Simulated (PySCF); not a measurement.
## From computed data to an observable: oscillator strength and radiative lifetime

C2H4N2OSi, SMILES N#C/N=C/O[SiH3].

The structure is a stationary point at B3LYP-D3(BJ)/def2-SVP. The structure was generated by enumeration; whether it is a known compound was not checked. Other conformers were not sampled.

TDDFT-PBE/def2-SVPD in PySCF 2.14.0 puts the first singlet state with f over 0.02 at 5.40 eV (vertical), with the transition dipole (-0.278, -0.965, 0.000) in atomic units.

Problem. Find the oscillator strength, the wavelength and the radiative lifetime that this transition would have in vacuum if emission retraced absorption.

Solution. 
|μ|² = 1.0085 au, so |μ| = 2.55 D. ΔE = 5.40/27.211 = 0.1984 hartree. f = (2/3) ΔE |μ|² = 0.133 (the program prints 0.134).
λ = 1239.84/5.40 = 230 nm; ν = 43554 cm⁻¹.
Einstein's coefficient A = 0.6670 ν² f s⁻¹ (ν in cm⁻¹) = 1.7e8 s⁻¹, so τ = 1/A = 5.9 ns. This state is S2; the lower singlet has f = 0.000. The figure is the radiative limit of this one transition; relaxation, internal conversion, crossing to triplets and a medium change what is measured.
